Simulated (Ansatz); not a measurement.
The cluster Na2Br3, relaxed as a doublet with UKS PBE0-D4/def2-SVP in Ansatz, starting from the GFN1-xTB geometry. Force threshold 0.02 eV/Å.

The relaxation made no stability test and no search for a lower SCF solution. The structure comes from a short search, and lower isomers may exist.

Start:

Cartesian coordinates in Å:
```
Na -0.913 -0.985 0.917
Na 1.045 0.842 -0.926
Br 1.468 -1.742 -0.165
Br -1.617 0.374 -1.357
Br 0.017 1.511 1.531
```

| step | energy (eV) | largest force component (eV/Å) | SCF passes |
| --- | --- | --- | --- |
| 1 | -218918.5302 | 0.307 | 22 |
| 2 | -218918.7655 | 0.423 | 39 |
| 3 | -218918.8243 | 0.436 | 25 |
| 4 | -218918.9631 | 0.259 | 20 |
| 5 | -218918.9774 | 0.080 | 20 |
| 6 | -218918.9792 | 0.013 | 21 |

Force components are those of the run's own axes.

End:

Cartesian coordinates in Å:
```
Na -0.759 -1.170 0.894
Na 1.197 0.655 -0.940
Br 1.591 -1.878 -0.172
Br -1.697 0.727 -1.087
Br -0.332 1.666 1.306
```

By distances, no bond broke or formed. The bond that changes most is Na1–Br5, from 2.73 to 2.90 Å (atoms count from 1). The end is the same structure that another start reached, the lowest one found.

No frequencies were taken in this run, so the end may be a saddle point.

Run time 18 s (4 threads of Intel Xeon Platinum 8488C on a shared host), peak host memory 0.63 GiB.
